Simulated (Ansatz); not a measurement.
CH$_{5}$BOZn, relaxed with RKS PBE0-D4/def2-TZVP in Ansatz 0.2.0 from a PBE-D4/def2-SVP geometry. The force threshold is 0.005 eV/Å; the program also tests the step.

The species carries charge 0 and has multiplicity 1. The bonds changed during the relaxation, so this is another structure than the one it started from.

Start:

```xyz
9

B    -0.367   -0.430    0.846
C     0.648    0.743    0.612
O     0.990    1.140   -0.541
Zn   -0.072   -0.086   -1.736
H     0.142   -1.361    1.467
H    -0.747   -0.912   -0.299
H    -1.381   -0.025    1.416
H     1.125    1.302    1.462
H    -0.337   -0.371   -3.226
```

By how much does the energy fall, and how many steps does the optimiser take? (Best estimate.)

Computed: 0.03 eV, in 8 steps, 1 of them rejected.

Which bonds change most? (Best estimate.)

Ansatz gave: O3–Zn4 from 2.014 to 1.989 Å; B1–H7 from 1.231 to 1.210 Å; B1–H5 from 1.230 to 1.210 Å; C2–H8 from 1.124 to 1.105 Å.

Give the relaxed structure. (Estimate.)

Ansatz gave: 
```xyz
9

B    -0.373   -0.427    0.845
C     0.639    0.739    0.609
O     0.978    1.125   -0.531
Zn   -0.062   -0.079   -1.723
H     0.152   -1.346    1.431
H    -0.763   -0.883   -0.290
H    -1.360   -0.034    1.424
H     1.112    1.288    1.442
H    -0.322   -0.383   -3.205
```
